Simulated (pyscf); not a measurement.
# Concerted two-bond exchange: H₂B–PH₂ (SMILES BP) → H₂B–PH₂ (SMILES BP)

Gas phase, singlet surface, charge 0. Bonds broken: P1–H3, B2–H6. Bonds formed: P1–H6, B2–H3. Single points on ωB97X-D3(BJ)/def2-SVP structures (PySCF, gas phase). MP2 and CC: frozen core, UHF for open shells. ΔMP2 is the change of the MP2 total energy from the triple- to the quadruple-zeta basis.

Transition state (Å):

```xyz
6

P     -0.9792    -0.4122    -1.4210
B     -0.7767     0.0782     0.3359
H     -1.6743    -0.6131     0.8554
H     -2.3952    -0.2411    -1.5055
H      0.3341     0.0643     0.8116
H     -1.4306     1.1393     0.3383
```

One imaginary mode, 858i cm⁻¹; descent along it reached the two sides named.

```tsv
bond	change	reactant side (Å)	saddle	product side
P1–H3	breaks	1.415	2.389	2.7
B2–H6	breaks	1.207	1.246	2.6
P1–H6	forms	2.7	2.389	1.416
B2–H3	forms	2.6	1.246	1.207
```

Electronic energies relative to the reactant's lowest minimum found (kcal/mol):

| level | barrier | reaction energy | reverse barrier |
|---|---|---|---|
| ωB97X-D3(BJ)/def2-TZVP | 45.8 | 0.0 | 45.8 |
| PBE/def2-TZVP | 37.7 | 0.0 | 37.7 |
| r²SCAN/def2-TZVP | 42.5 | 0.0 | 42.5 |
| B3LYP-D3(BJ)/def2-TZVP | 42.4 | 0.0 | 42.4 |
| PBE0-D3(BJ)/def2-TZVP | 42.5 | 0.0 | 42.5 |
| M06-2X/def2-TZVP | 44.2 | 0.0 | 44.2 |
| ωB97M-D3(BJ)/def2-TZVP | 42.4 | 0.0 | 42.4 |
| HF/def2-TZVP | 56.3 | 0.0 | 56.3 |
| MP2/def2-QZVPP | 47.4 | 0.0 | 47.4 |
| CCSD/def2-TZVPP | 46.3 | 0.0 | 46.3 |
| CCSD(T)/def2-TZVPP | 44.4 | 0.0 | 44.4 |
| CCSD(T)/def2-TZVPP + ΔMP2(QZVPP) | 44.7 | 0.0 | 44.7 |

With CCSD(T)/def2-TZVPP + ΔMP2(QZVPP) energies and thermal terms (ideal gas, 1 atm, RRHO with modes under 100 cm⁻¹ raised to 100, one conformer, R ln 2 for rigid chiral ones), in kcal/mol:

| T (K) | ΔH‡ | ΔG‡ | ΔH | ΔG |
|---|---|---|---|---|
| 298 | 42.7 | 43.1 | 0.0 | 0.0 |
| 600 | 42.3 | 43.6 | 0.0 | 0.0 |
| 900 | 41.9 | 44.3 | 0.0 | 0.0 |
| 1200 | 41.4 | 45.2 | 0.0 | 0.0 |

This is the saddle that the search found; another between the same sides may lie lower. The CCSD(T) − MP2 part came from Ansatz, without density fitting, on the same reference.
